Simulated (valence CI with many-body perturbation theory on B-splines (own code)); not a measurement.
The numbers below are computed, except where a source is named.
# Run record, Sb XI

Level of theory: relativistic CI+MBPT: five valence electrons over a frozen Dirac-Fock core [Kr], radial functions for each j: 7 s, 7 p, 8 d, 6 f, 4 g, 1 h, with the one-electron correlation potential Σ1 (screened to all orders), the two-electron term Σ2, the three-electron term Σ3, Breit, model QED; selected single and double excitations, second order for the rest, scaled by the run's own slope (own B-spline code, finite nucleus).

Command, and the settings that its task file holds:

```sh
python run_cv.py task.json out
```

```
atom Sb  Z=51  mass_number=121  rms_radius_fm=4.6802
core [Kr]
valence 4d5
avg = 1
basis = M
breit = 1
cap = 40000
capref = 1200
cscale = 1
de = 0.0
dress = 0
eps = 2e-08
extrap = 1
h = 0.27
hh = 1
l2 = 3
lcore = 6
maxit = 60
n2 = 5
natural = 1
nlev = 45
nno = [4, 4, 5, 4, 3, 1]
nroot = 26
nsp = [3, 3, 3, 2, 1, 0]
pt2 = 1
qed = 1
rpa = 1
s1 = 1
s2 = 1
s3 = 1
screen = 1
tol = 2e-05
whole = 1
```

Question: Roughly how long does this run take on one core of Intel(R) Xeon(R) Processor @ 2.30GHz, and how much memory?

Answer: 14 min on 1 thread of Intel(R) Xeon(R) Processor @ 2.30GHz (shared host), peak memory 1.4 GiB.

Log. The first blocks belong to the next ion, which gives the ionisation energy. Fields: 2J, parity (1 odd), roots, reference size, generating configurations, candidates as configurations/state functions, variational space P, stored matrix elements, Davidson steps; e2 is the range of second-order energies in hartree. The first line gives the box (bohr), its intervals, the orbitals and the steps of their self-consistent field. Window is the range of levels sought, series limit the energy at which the first omitted orbital would enter, core excitation an estimate of the first excitation out of the core, left out the lowest levels not solved, and shifts from estimates the range by which levels moved from their first estimate, all in cm⁻¹.

```
rmax 12.3 intervals 63 orbitals 59 references ['4d5', '4d4 5s', '4d4 5p', '4d4 4f'] scf 7 t 2.6
2J=0 par=0 roots 2 ref 7 generators 4 cand 1907/3691 P 1913/3698 nnz 2.8e+06 it 5
2J=0 par=0 roots 2 ref 7 generators 16 cand 1372/3855 P 3285/7553 nnz 5.6e+06 it 6
   second order: generators 34 cand 23407/62812 e2 -0.00007 -0.00004
2J=2 par=0 roots 2 ref 11 generators 3 cand 770/3949 P 777/3960 nnz 3.7e+06 it 5
2J=2 par=0 roots 2 ref 11 generators 18 cand 1817/10371 P 2594/14331 nnz 2.8e+07 it 6
   second order: generators 39 cand 23603/174848 e2 -0.00012 -0.00006
2J=4 par=0 roots 2 ref 18 generators 4 cand 500/3876 P 508/3894 nnz 3.7e+06 it 6
2J=4 par=0 roots 2 ref 18 generators 14 cand 1916/13934 P 2424/17828 nnz 5.1e+07 it 6
   second order: generators 35 cand 24906/271387 e2 -0.00016 -0.00009
reference levels 626, estimated 91, window 429079 1/cm; series limit 1305097, core excitation 536349
2J=5 par=0 roots 11 ref 24 generators 20 cand 348/5483 P 592/7959 nnz 1.3e+07 it 9
2J=5 par=0 roots 11 ref 24 generators 36 cand 1272/18737 P 1864/26696 nnz 1.1e+08 it 8
   second order: generators 95 cand 86255/2896270 e2 -0.00812 -0.00070
2J=7 par=0 roots 8 ref 20 generators 14 cand 318/5339 P 562/7842 nnz 1.3e+07 it 7
2J=7 par=0 roots 8 ref 20 generators 33 cand 1273/18802 P 1835/26644 nnz 1.1e+08 it 8
   second order: generators 82 cand 79768/2963201 e2 -0.00661 -0.00169
2J=11 par=0 roots 4 ref 7 generators 13 cand 459/5433 P 763/7905 nnz 1.2e+07 it 5
2J=11 par=0 roots 4 ref 7 generators 26 cand 1667/19868 P 2430/27773 nnz 1.1e+08 it 10
   second order: generators 69 cand 85895/2964598 e2 -0.00425 -0.00122
2J=9 par=0 roots 6 ref 14 generators 14 cand 382/5473 P 644/7936 nnz 1.3e+07 it 8
2J=9 par=0 roots 6 ref 14 generators 34 cand 1366/19403 P 2010/27339 nnz 1.1e+08 it 9
   second order: generators 86 cand 76781/2864045 e2 -0.00516 -0.00147
2J=3 par=0 roots 8 ref 19 generators 16 cand 466/5457 P 763/7974 nnz 1.2e+07 it 9
2J=3 par=0 roots 8 ref 19 generators 31 cand 1766/20739 P 2529/28713 nnz 1.2e+08 it 9
   second order: generators 89 cand 85465/2287499 e2 -0.00418 -0.00080
2J=1 par=0 roots 5 ref 13 generators 15 cand 847/5583 P 1263/7974 nnz 1e+07 it 9
2J=1 par=0 roots 5 ref 13 generators 32 cand 3038/22906 P 4301/30880 nnz 9.2e+07 it 10
   second order: generators 79 cand 68914/970414 e2 -0.00070 -0.00030
2J=13 par=0 roots 2 ref 3 generators 6 cand 589/5602 P 1020/8045 nnz 1e+07 it 5
2J=13 par=0 roots 2 ref 3 generators 23 cand 2428/23588 P 3448/31633 nnz 1.3e+08 it 5
   second order: generators 56 cand 71854/1996289 e2 -0.00127 -0.00079
left out: unestimated 602749, estimated 535598, shifts from estimates 0 to 393
operators 3.6
```

The Davidson iterations converged.

No measured spectrum was set against this ion. As an estimate, terms of the open shell hold to 2 to 4 % of their energy, and close levels can change places. Core correlation moves these levels by up to 9500 cm⁻¹, and in measured spectra 5 to 20 % of such shifts remained as error; rates that hang on mixing are uncertain with them. Among the levels kept, up to 560 cm⁻¹ of a level comes from second order outside the variational space, and about a tenth of that is noise between levels of different J, which matters for small intervals. The list stops below the first excitations out of the core. Only levels of the ground parity were solved; by the run's estimate the other parity begins above the list, which can be wrong where configurations are misplaced.

```
Valence energy                            : -48.95477 hartree
Ionisation energy                         : 214.52 eV (NIST: 214 ± 2.4 eV (theoretical))
Reference configurations for the orbitals : 4d5, 4d4 5s, 4d4 5p, 4d4 4f
Radial orbitals                           : 59
Box radius                                : 12.27 bohr
Largest variational space                 : 31633
Lowest levels                             : 4d⁵ ⁶S_5/2 0.0, 4d⁵ ⁴G_5/2 [a] 33779, 4d⁵ ⁴G_7/2 37669, 4d⁵ ⁴G_11/2 38560, 4d⁵ ⁴G_9/2 39366, 4d⁵ ⁴G_5/2 [b] 39605, 4d⁵ ⁴D_3/2 40493, 4d⁵ ⁴P_1/2 44090, 4d⁵ ⁴D_7/2 46860, 4d⁵ ⁴D_5/2 51443, 4d⁵ ⁴D_1/2 52059, 4d⁵ ⁴P_3/2 54068, 4d⁵ ²I_11/2 54735, 4d⁵ ²I_13/2 58330 cm⁻¹
```

Names give the largest LS component (configuration and term), which can be under half, so a name can repeat, a term be missing and a line seem to break the LS rules; names also repeat where a configuration has a term twice. Letters in brackets count levels of one name in rising energy.
